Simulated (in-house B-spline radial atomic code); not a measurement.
Ionisation energies along the 57-electron series, configuration 1s2 2s2 2p6 3s2 3p6 3d10 4s2 4p6 4d10 4f5/2(6) 4f7/2(5), as differences of self-consistent energies. Dirac energy differences include first-order Breit, QED and recoil terms. NIST's values go from ground level to ground level; the uncertainty of those that are theory runs from under 0.1 % in few-electron ions to several per cent in heavy many-electron ones. Computed with a radial B-spline atomic code at the basis-set limit: Dirac-Hartree-Fock, jj configuration that fills j = l - 1/2 first, finite nuclei.

A number in brackets counts the electrons of a j subshell.

```csv
ion,configuration after,ionisation energy (eV),IE/(q+1)² (eV),-ε less Coulomb ΔSCF (eV),Breit and QED recoil part (eV),tabulated value (eV),computed minus tabulated (eV)
Hf15+,[Kr] 4d10 4f5/2(6) 4f7/2(4),337.2,1.3173,3.5286,0.12541,359,-21.8
Ta16+,[Kr] 4d10 4f5/2(6) 4f7/2(4),377.5,1.3061,3.5335,0.12982,396,-18.5
W17+,[Kr] 4d10 4f5/2(6) 4f7/2(4),419.6,1.295,3.5396,0.13306,420.7,-1.1
Re18+,[Kr] 4d10 4f5/2(6) 4f7/2(4),463.5,1.284,3.5465,0.13513,476,-12.5
Os19+,[Kr] 4d10 4f5/2(6) 4f7/2(4),509.3,1.2733,3.5539,0.13599,520,-10.7
Ir20+,[Kr] 4d10 4f5/2(6) 4f7/2(4),556.9,1.2629,3.5615,0.13562,560,-3.1
```
